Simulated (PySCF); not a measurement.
## Frontier orbitals and the lowest excitations

C6H8FP.
Geometry (GFN2-xTB, Å), atoms numbered from 1 in this order:
```xyz
16
C6H8FP angstrom
C      2.628   -0.424   -0.091
C      1.217    0.058   -0.124
C      0.111   -0.696    0.012
C     -1.147    0.017   -0.049
C     -2.462   -0.667    0.109
C     -0.950    1.338   -0.224
F     -1.940    2.248   -0.325
P      0.788    1.794   -0.493
H      3.202    0.117    0.661
H      3.108   -0.255   -1.055
H      2.663   -1.487    0.136
H      0.129   -1.762    0.179
H     -3.276    0.051    0.057
H     -2.592   -1.409   -0.678
H     -2.503   -1.181    1.069
H      1.016    2.267    0.804
```

Method: PySCF, TDDFT B3LYP/def2-SVPD, vertical, gas phase, core orbitals frozen in the response.

Kohn–Sham orbitals with the atoms that hold most of them (Löwdin shares over 4%, at most four atoms; ? is withheld):

| orbital | ε (eV) | atoms |
| --- | --- | --- |
| LUMO+2 | 0.29 | C1 16%, P8 16%, C6 9%, C2 9% |
| LUMO+1 | 0.11 | P8 35%, C6 13%, H16 8%, C2 8% |
| LUMO | -1.17 | ? |
| HOMO | ? | ? |
| HOMO-1 | -7.29 | P8 51%, C3 11%, C2 10%, C6 8% |
| HOMO-2 | -8.73 | C3 18%, P8 17%, C2 16%, C4 13% |
| HOMO-3 | -9.08 | P8 20%, F7 18%, C6 16%, C2 13% |

(1) Which atoms hold the HOMO, and with what shares?

(2) Which atoms hold the LUMO, and with what shares?

(3) What is the HOMO energy, and the HOMO–LUMO gap?

## Answers

(1) C6 (bonded to C, F and P) 23%; C2 (bonded to 2 C and P) 21%; C4 (bonded to 3 C) 17%; C3 (bonded to 2 C and H) 13%.

(2) C2 (bonded to 2 C and P) 18%; C3 (bonded to 2 C and H) 16%; P8 (bonded to 2 C and H) 15%; C6 (bonded to C, F and P) 15%. By element: carbon 48% or more, phosphorus 15%.

(3) ε(HOMO) = -6.07 eV; the gap is 4.90 eV (0.1800 hartree).

Problem. How does S1 compare with the orbital gap of 4.90 eV?

Solution. S1 is at 4.31 eV (f = 0.045), 0.58 eV below the gap, made of HOMO→LUMO (95%). Without the coupling terms of the response equations the lowest excitation would equal the gap.

Problem. One configuration dominates each of S1, S2 and S3. Which, and how do the shares of the two leading atoms of either orbital change from the occupied to the empty one?

Solution. 
- S1 (4.31 eV, f 0.045), HOMO→LUMO (95%): C6 23% → 15%, C2 21% → 18%, C3 13% → 16%
- S2 (5.12 eV, f 0.0018), HOMO→LUMO+1 (96%): C6 23% → 13%, C2 21% → 8%, P8 at most 13% → 35%
- S3 (5.35 eV, f 0.071), HOMO-1→LUMO (86%): P8 51% → 15%, C3 11% → 16%, C2 10% → 18%

Löwdin shares depend on the basis, the more so with diffuse functions.

The run took about 2 min of CPU time (grids of density and orbitals included) (one thread, shared machine).
